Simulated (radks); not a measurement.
Effect of the nuclear size on the thulium ion Tm13+, [Kr] 4d10 4f9 5s1. All-electron calculation, Dirac Kohn-Sham, BLYP, spin-unpolarised, spherical densities, finite nucleus; open shells are shared between the two j in proportion to 2j + 1; Fermi nuclear charge, rms radius 5.2256 fm. Program: a radial shooting solver on a logarithmic mesh with Libxc functionals. The rms radius is varied about that value; shifts are against it.

| rms radius (fm) | total energy shift (eV) | density at nucleus (e/bohr^3) | 1s1/2 shift (meV) | 2s1/2 shift (meV) | 4p1/2 shift (meV) | 5s1/2 shift (meV) | 4f7/2 shift (meV) | 5p1/2 (empty) shift (meV) | 6s1/2 (empty) shift (meV) |
|---|---|---|---|---|---|---|---|---|---|
| 4.3372 | -11.0 | 1.004e+06 | -4500 | -606 | 0.264 | -7.68 | 0.849 | 0.134 | -3.02 |
| 4.8755 | -4.51 | 9.698e+05 | -1840 | -248 | 0.108 | -3.15 | 0.348 | 0.055 | -1.24 |
| 5.2256 | 0 | 9.499e+05 | 0.000 | 0.000 | 0.000 | 0.000 | 0.000 | 0.000 | 0.000 |
| 5.6018 | 5.09 | 9.303e+05 | 2080 | 280 | -0.121 | 3.55 | -0.392 | -0.062 | 1.40 |
| 6.485 | 18.0 | 8.904e+05 | 7360 | 990 | -0.422 | 12.5 | -1.39 | -0.217 | 4.93 |

Slopes of the eigenvalues against <r^2> in GHz/fm^2, as finite differences over the two radii next to the reference (eigenvalue slopes, not the field-shift constants of lines): 1s1/2 125000, 2s1/2 16800, 4p1/2 -7.25, 5s1/2 213, 4f7/2 -23.5, 5p1/2 (empty) -3.70, 6s1/2 (empty) 83.6.
